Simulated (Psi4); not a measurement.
C₂H₂F (SMILES [CH]=CF), doublet, at a GFN2-xTB geometry; R2SCAN/6-31G** (Psi4 1.11).

Psi4 was given this input:
```
memory 2 GB

molecule mol {
0 2
C     0.038313    0.377487   -0.001989
C     1.239353   -0.086885   -0.037293
F    -1.073317   -0.381698    0.033302
H    -0.247823    1.437296    0.004333
H     2.241676    0.254371   -0.068359
}

set {
  basis 6-31g**
  reference uks
}

energy('r2scan')
print_variables()
```

What the program printed (banner, timings and long lists left out):

```
   => Loading Basis Set <=

    Name: 6-31G**
    Role: ORBITAL
    Keyword: BASIS

         ---------------------------------------------------------
                                   SCF
               by Justin Turney, Rob Parrish, Andy Simmonett
                          and Daniel G. A. Smith
                              UKS Reference
         ---------------------------------------------------------

  ==> Geometry <==

    Molecular point group: c1
    Full point group: C1

    Geometry (in Angstrom), charge = 0, multiplicity = 2:

       Center              X                  Y                   Z               Mass
    ------------   -----------------  -----------------  -----------------  -----------------
         C            0.106066554829     0.423239914789    -0.004138857870    12.000000000000
         C            1.307106554829    -0.041132085211    -0.039442857870    12.000000000000
         F           -1.005563445171    -0.335945085211     0.031152142130    18.998403162730
         H           -0.180069445171     1.483048914789     0.002183142130     1.007825032230
         H            2.309429554829     0.300123914789    -0.070508857870     1.007825032230

  Running in c1 symmetry.

  Rotational constants: A =      3.07669  B =      0.36300  C =      0.32469 [cm^-1]
  Rotational constants: A =  92236.97098  B =  10882.35202  C =   9733.91949 [MHz]
  Nuclear repulsion =   61.065213402977747

  Charge       = 0
  Multiplicity = 2
  Electrons    = 23
  Nalpha       = 12
  Nbeta        = 11

  ==> Algorithm <==

  SCF Algorithm Type is DF.
  DIIS enabled.
  MOM disabled.
  Fractional occupation disabled.
  Guess Type is SAD.
  Energy threshold   = 1.00e-06
  Density threshold  = 1.00e-06
  Integral threshold = 1.00e-12

  ==> Primary Basis <==

  Basis Set: 6-31G**
    Blend: 6-31G**
    Number of shells: 24
    Number of basis functions: 55
    Number of Cartesian functions: 55
    Spherical Harmonics?: false
    Max angular momentum: 2

  ==> DFT Potential <==

   => LibXC <=

    Version 7.1.2
    S. Lehtola, C. Steigemann, M. J. T. Oliveira, and M. A. L. Marques,  SoftwareX 7, 1–5 (2018) (10.1016/j.softx.2017.11.002)

   => Composite Functional: R2SCAN <=

    r2SCAN Meta-GGA XC Functional  (0.1021/acs.jpclett.0c02405)
    J. W. Furness, A. D. Kaplan, J. Ning, J. P. Perdew, J. Sun  J. Phys. Chem. Lett.  11, 8208–8215, 2020

    Deriv               =              1
    GGA                 =           TRUE
    Meta                =           TRUE

    Exchange Hybrid     =          FALSE
    MP2 Hybrid          =          FALSE

   => Exchange Functionals <=

    1.0000   XC_MGGA_X_R2SCAN

   => Correlation Functionals <=

    1.0000   XC_MGGA_C_R2SCAN

   => LibXC Density Thresholds  <==

    XC_MGGA_C_R2SCAN:  1.00E-15
    XC_MGGA_X_R2SCAN:  1.00E-11

   => Molecular Quadrature <=

    Radial Scheme          =       TREUTLER
    Pruning Scheme         =           NONE
    Nuclear Scheme         =       TREUTLER

    Blocking Scheme        =         OCTREE
    BS radius alpha        =              1
    Pruning alpha          =              1
    Radial Points          =             75
    Spherical Points       =            302
    Total Points           =         107901
    Total Blocks           =            868
    Max Points             =            256
    Max Functions          =             55
    Weights Tolerance      =       1.00E-15

   => Loading Basis Set <=

    Name: (6-31G** AUX)
    Role: JKFIT
    Keyword: DF_BASIS_SCF

  ==> Integral Setup <==

  SCF_SUBTYPE=INCORE selected. In-core MEM_DF algorithm will be used.
  Using in-core AOs.

  ==> MemDFJK: Density-Fitted J/K Matrices <==

    J tasked:                   Yes
    K tasked:                    No
    wK tasked:                   No
    Algorithm:                 Core
    Schwarz Cutoff:           1E-12
    Mask sparsity (%):       0.2645
    Fitting Condition:        1E-10

   => Auxiliary Basis Set <=

  Basis Set: (6-31G** AUX)
    Blend: CC-PVDZ-JKFIT
    Number of shells: 90
    Number of basis functions: 293
    Number of Cartesian functions: 293
    Spherical Harmonics?: false
    Max angular momentum: 3

  Minimum eigenvalue in the overlap matrix is 4.1383900786E-03.
  Reciprocal condition number of the overlap matrix is 6.8059030790E-04.
    Using symmetric orthogonalization.

  ==> Pre-Iterations <==

  SCF Guess: Superposition of Atomic Densities via on-the-fly atomic UHF (no occupation information).

   -------------------------
    Irrep   Nso     Nmo
   -------------------------
     A         55      55
   -------------------------
    Total      55      55
   -------------------------

  ==> Iterations <==

                           Total Energy        Delta E     RMS |[F,P]|

   @DF-UKS iter SAD:  -176.65015140293326   -1.76650e+02   0.00000e+00
   @DF-UKS iter   1:  -176.92357954309526   -2.73428e-01   8.32158e-03 DIIS/ADIIS
   @DF-UKS iter   2:  -176.92303692064590    5.42622e-04   8.19057e-03 DIIS/ADIIS
   @DF-UKS iter   3:  -177.02955138889081   -1.06514e-01   2.71994e-03 DIIS/ADIIS
   @DF-UKS iter   4:  -177.03943895686911   -9.88757e-03   7.57283e-04 DIIS/ADIIS
   @DF-UKS iter   5:  -177.04034093653121   -9.01980e-04   2.27549e-04 DIIS/ADIIS
   @DF-UKS iter   6:  -177.04042545309022   -8.45166e-05   1.10562e-04 DIIS/ADIIS
   @DF-UKS iter   7:  -177.04046070268083   -3.52496e-05   4.17693e-05 DIIS
   @DF-UKS iter   8:  -177.04047946685222   -1.87642e-05   1.57907e-05 DIIS
   @DF-UKS iter   9:  -177.04048308396986   -3.61712e-06   3.39291e-06 DIIS
   @DF-UKS iter  10:  -177.04048317913742   -9.51676e-08   6.27182e-07 DIIS
  Energy and wave function converged.

  ==> Post-Iterations <==

   Electrons on quadrature grid:
      Nalpha   =   12.0000008593 ; deviation = 8.593e-07
      Nbeta    =   11.0000010432 ; deviation = 1.043e-06
      Ntotal   =   23.0000019025 ; deviation = 1.903e-06

   @Spin Contamination Metric:   1.503742692E-02
   @S^2 Expected:                7.500000000E-01
   @S^2 Observed:                7.650374269E-01
   @S   Expected:                5.000000000E-01
   @S   Observed:                5.000000000E-01

    Orbital Energies [Eh]
    ---------------------

    Alpha Occupied:

[...]
    Alpha Virtual:

[...]
      55A      4.737406

    Beta Occupied:

[...]
    Beta Virtual:

[...]
    Final Occupation by Irrep:
              A
    DOCC [    11 ]
    SOCC [     1 ]
    NA   [    12 ]
    NB   [    11 ]

  @DF-UKS Final Energy:  -177.04048317913742

   => Energetics <=

    Nuclear Repulsion Energy =             61.0652134029777471
    One-Electron Energy =                -363.5245775816127889
    Two-Electron Energy =                 147.3371198671925697
    DFT Exchange-Correlation Energy =     -21.9182388676949387
    Empirical Dispersion Energy =           0.0000000000000000
    VV10 Nonlocal Energy =                  0.0000000000000000
    Total Energy =                       -177.0404831791374249

  UHF NO Occupations:
  HONO-2 :   10  A 1.9985891
  HONO-1 :   11  A 1.9944286
  HONO-0 :   12  A 1.0000000
  LUNO+0 :   13  A 0.0055714
  LUNO+1 :   14  A 0.0014109
  LUNO+2 :   15  A 0.0002759
  LUNO+3 :   16  A 0.0002387

Computation Completed

Properties will be evaluated at   0.000000,   0.000000,   0.000000 [a0]

Properties computed using the SCF density matrix

 Multipole Moments:

 ------------------------------------------------------------------------------------
     Multipole            Electronic (a.u.)      Nuclear  (a.u.)        Total (a.u.)
 ------------------------------------------------------------------------------------

 L = 1.  Multiply by 2.5417464519 to convert [e a0] to [Debye]
 Dipole X            :         -2.5347869            2.9448127            0.4100258
 Dipole Y            :         -1.4635160            1.9885853            0.5250694
 Dipole Z            :          0.0798844           -0.0934408           -0.0135564
 Magnitude           :                                                    0.6663353

 ------------------------------------------------------------------------------------

  Variable Map:
  ----------------------------------------------------------------------------
[...]
  Array Variable Map:
  ----------------------------------------------------------------------------
[...]
[...]
```
